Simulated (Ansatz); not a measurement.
```xyz
9

N     0.2359   -0.7938   -0.9469
Si   -0.4531    0.2965    0.1826
O     0.3606    1.7128    0.0439
O    -0.3919   -0.4286    1.6515
H    -0.0375   -1.7638   -0.9336
H     0.4137   -0.4873   -1.8904
H    -1.8700    0.6712    0.0179
H     1.3163    1.6632   -0.0108
H     0.4260   -0.8701    1.8858
```

Charge 0, multiplicity 1.

(1) List the B3LYP/def2-TZVPP orbital energies in eV (the Gaussian-basis code of Ansatz). (Estimate.)

Answers

(1) Computed: Occupied: -1799.60, -520.41, -520.41, -389.06, -143.94, -99.29, -99.28, -99.24, -27.61, -27.12, -23.21, -15.67, -14.14, -13.48, -12.84, -10.81, -9.86, -9.74, -9.30, -8.81, -7.53. Lowest empty: 0.27, 1.07, 1.10, 2.45, 2.67, 2.72, 3.50, 4.24.

B3LYP here is the variant with VWN-RPA as its local correlation; programs differ in this.
